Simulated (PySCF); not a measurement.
C2H7AlOS, SMILES C[S][Al]([CH3])[OH].

The structure is a stationary point at TPSSh-D3(BJ)/def2-SVP. The values are those of a single conformer.

The numbers are results of PBE/def2-TZVP run with PySCF, not measurements.

```json
{
 "total_energy": "-795.95958 hartree",
 "point_group": "Cs",
 "highest_occupied_level": "-5.66 eV",
 "lowest_empty_level": "-0.93 eV",
 "orbital_gap": "4.73 eV",
 "dipole_moment": "0.406 e·Å",
 "quadrupole, principal values (traceless, Buckingham form, about the centre of nuclear charge)": "-3.71, -1.23, 4.94 D·Å",
 "mean_static_polarisability": "76.5 bohr³ (11.34 Å³)",
 "polarisability_principal_values": "59.4, 71.6, 98.5 bohr³"
}
```
